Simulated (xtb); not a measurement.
xtb input (GFN2-xTB):

```bash
xtb mol.xyz --gfn 2 --ohess tight --chrg 0 --uhf 0
```
mol.xyz:
```
4

Cl    -1.43623119     1.92282203    -0.09637686
Al    -0.51547414     0.00758483     0.01164336
Cl    -1.65650895    -1.69735240     0.00206254
Br     1.68106132    -0.14972098     0.08028501
```

End of the output:

```
optimized geometry written to: xtbopt.xyz

           -------------------------------------------------
          | TOTAL ENERGY              -14.461132570355 Eh   |
          | TOTAL ENTHALPY            -14.450206381152 Eh   |
          | TOTAL FREE ENERGY         -14.488372855110 Eh   |
          | GRADIENT NORM               0.001027760699 Eh/α |
          | HOMO-LUMO GAP               4.317038414634 eV   |
           -------------------------------------------------

------------------------------------------------------------------------
------------------------------------------------------------------------
 total:
 SCF:
 ANC optimizer:
 analytical hessian:
```
